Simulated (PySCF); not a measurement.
# Low-lying terms of In³⁺ (indium, charge +3)

Ground state [Kr] 4d10, ¹S. Computed with PySCF 2.14 in def2-TZVPPD with one added diffuse shell each of s, p, d, f type with the def2 core potential (28 electrons) (8s6p5d3f, 72 functions), with scalar relativity through the core potential. Vertical excitation energies in eV without spin-orbit coupling; excited terms of each kind are numbered among those the solver found. Frozen: 4s2 4p6.

| term | leading excitation | EOM-EE-CCSD |
| --- | --- | --- |
| 1 3D | 4d → s | 16.379 |
| 1 1D | 4d → s | 17.027 |
| 1 3P° | 4d → p | 24.507 |
| 1 3F° | 4d → p | 24.948 |
| 1 1F° | 4d → p | 25.262 |
| 1 1D° | 4d → p | 25.735 |
| 1 3D° | 4d → p | 25.769 |
| 1 1P° | 4d → p | 25.803 |
| 1 3G | 4d → d | 35.949 |
| 1 1G | 4d → d | 36.059 |
| 2 3D | 4d → s | 37.110 |
| 2 1D | 4d → s | 37.255 |

The spin-orbit splitting of the hole, absent here, rivals or exceeds the spacing of these terms, so the LS terms are model states.

The solver can miss terms.
